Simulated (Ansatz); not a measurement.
Gas-phase electronic energies from Ansatz, PBE0-D4/def2-TZVP geometries. CBS: MP2 limit from def2 TZ/QZ plus the TZ coupled-cluster correction, frozen cores. This one scheme is used for every species. Elements past krypton have def2 core potentials. For Mo outer-core shells are correlated without core-valence functions, which leaves a few kJ/mol of doubt a bond. One conformer a species, not always the lowest.

Reaction (formal hydrolysis of a Mo–C bond): `[CH3][Mo]([CH3])(=[O])=[S]` + H₂O → `[CH3][Mo](=[O])([OH])=[S]` + CH₄

`[CH3][Mo]([CH3])(=[O])=[S]`:

Z-matrix (Å, degrees):
```
C
Mo 1 2.088
H 1 1.091 2 112.8
H 1 1.096 2 107.3 3 120.1
H 1 1.095 2 108.5 3 -120.9
C 2 2.088 1 113.6 3 -179.7
O 2 1.667 1 107.9 3 -60.1
S 2 2.106 1 108.3 3 60.0
H 6 1.096 2 107.3 1 59.5
H 6 1.091 2 112.8 1 179.5
H 6 1.095 2 108.5 1 -59.6
```

H₂O:

Z-matrix (Å, degrees):
```
O
H 1 0.960
H 1 0.960 2 105.1
```

`[CH3][Mo](=[O])([OH])=[S]`:

```xyz
9

C    -1.337    0.095   -0.154
Mo    0.731    0.351    0.050
O     1.086    1.682   -0.892
O     1.580   -1.198   -0.537
S     1.028    0.773    2.094
H    -1.534   -0.124   -1.209
H    -1.867    1.005    0.131
H    -1.670   -0.734    0.473
H     1.982   -1.851    0.044
```

CH₄:

Z-matrix (Å, degrees):
```
C
H 1 1.090
H 1 1.090 2 109.5
H 1 1.090 2 109.5 3 -120.0
H 1 1.090 2 109.5 3 120.0
```

| species | CCSD/def2-SVP energy (Eh) |
| --- | --- |
| `[CH3][Mo]([CH3])(=[O])=[S]` | -619.91914 |
| H₂O | -76.17170 |
| `[CH3][Mo](=[O])([OH])=[S]` | -655.78975 |
| CH₄ | -40.35331 |

(1) Work out ΔE.

Largest T1 diagnostic among the species: 0.026, so the coupled-cluster value is less sure than usual.

Answers

(1) ΔE = (-655.78975) + (-40.35331) − (-619.91914) − (-76.17170) = -0.05222 Eh = -137.1 kJ/mol. CCSD(T)/CBS gives -118.8 kJ/mol.

From r2SCAN to r2SCAN0 (25 % exact exchange), in def2-TZVPP and without D4, ΔE moves by +5.8 kJ/mol. In def2-TZVPP, CCSD(T) changes the Hartree–Fock value by +11.8 kJ/mol (the triples alone add −1.2 kJ/mol) and MP2 by +13.4 kJ/mol. The D4 term adds +4.0 kJ/mol with B3LYP and +2.4 kJ/mol with PBE0; it sums over pairs of atoms, weighted by their polarisabilities, and B3LYP, whose exchange is more repulsive, gets the larger term.

B3LYP here is the variant with VWN-RPA as its local correlation; programs differ in this.
